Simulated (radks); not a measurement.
Results of a calculation; reference values are marked as such.
Neutral neodymium inside a hard spherical wall (all orbitals vanish at R), configuration held at [Xe] 4f4 6s2 and not refilled when levels cross. Level of theory: scalar-relativistic Kohn-Sham, r2SCAN, spin-polarised, spherical densities, finite nucleus; open shells are filled with parallel spins first (spin-orbit coupling, left out, can overturn this in heavy ions); meta-GGA in the generalised Kohn-Sham scheme; Fermi nuclear charge, rms radius 4.9123 fm (a radial shooting solver on a logarithmic mesh with Libxc functionals). Eigenvalues in eV for spin up, with the zero of energy where the potential of the charges vanishes at infinity; a dash marks a level that is unbound or too diffuse for the functional's potential to be trusted. A positive occupied level is held by the wall or, in an anion where self-interaction has pushed it up, behind a barrier. The pressure on the wall is -dE/dV.

R (bohr),E (hartree),kinetic (hartree),e(5s),e(5p),e(6s),e(4f),"e(5d, empty)","e(6p, empty)",pressure (GPa)
12,-9624.6446,10243.192,-42.497,-23.453,-3.626,-2.541,-1.967,-1.049,0.0102
10,-9624.6409,10243.221,-42.304,-23.262,-3.476,-2.351,-1.803,-0.770,0.0931
7,-9624.5819,10243.518,-40.941,-21.937,-2.066,-1.000,-0.578,1.610,2.66
6,-9624.4913,10243.880,-39.806,-20.856,-0.379,0.153,0.567,4.274,9.03
5,-9624.2516,10244.773,-37.867,-19.041,3.540,2.212,2.789,10.065,36.4
4,-9623.4894,10247.630,-33.844,-15.193,14.303,6.842,8.093,24.580,202
3,-9620.1797,10259.657,-22.654,-3.206,51.611,20.468,25.038,69.514,1790
2.5,-9614.4678,10278.691,-7.980,13.864,103.79,36.767,48.460,128.18,6760
1.5,-9539.5993,10498.699,154.04,199.50,566.51,148.24,269.95,615.02,233000
